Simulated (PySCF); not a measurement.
(E)-1-bromo-2-fluoroprop-1-ene (C3H4BrF), SMILES C(=C(\F)C)/Br.

Geometry: B3LYP-D3(BJ)/def2-SVP.

Two levels are set side by side: TDDFT-PBE/def2-SVPD (PySCF) and TDDFT-PBE0/def2-SVPD (PySCF). Vertical, same geometry. The lowest singlet is HOMO→LUMO 100 % with PBE and HOMO→LUMO 98 % with the other functional; states are paired by order. Differences are taken from unrounded values.

```json
[
 {"quantity": "lowest singlet excitation (eV)", "TDDFT-PBE": "4.93"},
 {"quantity": "lowest triplet excitation (TDA) (eV)", "TDDFT-PBE": "4.06"},
 {"quantity": "first bright state (f over 0.05) (eV)", "TDDFT-PBE": "5.95"},
 {"quantity": "its oscillator strength", "TDDFT-PBE": "0.22"}
]
```

Question: These are the TDDFT-PBE values. What does TDDFT-PBE0 give? (The exact figures need the calculation; the answer reports its results.)

Answer: 
```
quantity                               TDDFT-PBE0  TDDFT-PBE minus TDDFT-PBE0
-------------------------------------  ----------  --------------------------
lowest singlet excitation (eV)               5.30                       -0.38
lowest triplet excitation (TDA) (eV)         4.05                        0.01
first bright state (f over 0.05) (eV)        6.46                       -0.52
its oscillator strength                      0.29                       -0.07
```

Functionals without exact exchange tend to place singlet excitations lower, as here. Differences between two approximate levels are no errors against the true value.

Rough cost on one machine, each run with all the roots and properties that it gave: TDDFT-PBE0 against TDDFT-PBE about 4 times.
